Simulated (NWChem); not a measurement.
**Ionisation of hexafluoropropene (C3F6)**

```xyz
9

F      2.4775    -0.2896     0.7567
C      1.3832     0.2310     0.2613
F      1.5702     1.4452    -0.1869
C      0.2212    -0.4323     0.2324
F      0.1644    -1.6726     0.7267
C     -1.0940     0.0597    -0.3063
F     -2.0209     0.0830     0.6621
F     -0.9888     1.2893    -0.8174
F     -1.5428    -0.7609    -1.2662
```
Charge 0, spin multiplicity 1.

Program: NWChem. Structure: optimised with B3LYP/def2-SVP, with no frequency check, so it may be a saddle point.

Basis set: def2-SVP. The species with one electron less has spin multiplicity 2 and keeps the geometry of the parent. Δ marks differences of total energies (open shells unrestricted). −ε marks an orbital energy of the parent. That orbital need not have the symmetry of the hole or added electron in the Δ rows.

B3LYP has NWChem's definition, with VWN1-RPA local correlation. The stability of the SCF solutions was not checked.

### Question
One of these methods gave a first vertical ionisation energy of 11.74 eV. Which?
A) −ε(HOMO) of B3LYP
B) −ε(HOMO) of PBE
C) −ε(HOMO) of HF
D) ΔPBE

### Answer
C, −ε(HOMO) of HF. The others give 6.56 (−ε(HOMO) of PBE), 7.89 (−ε(HOMO) of B3LYP), 10.29 (ΔPBE).
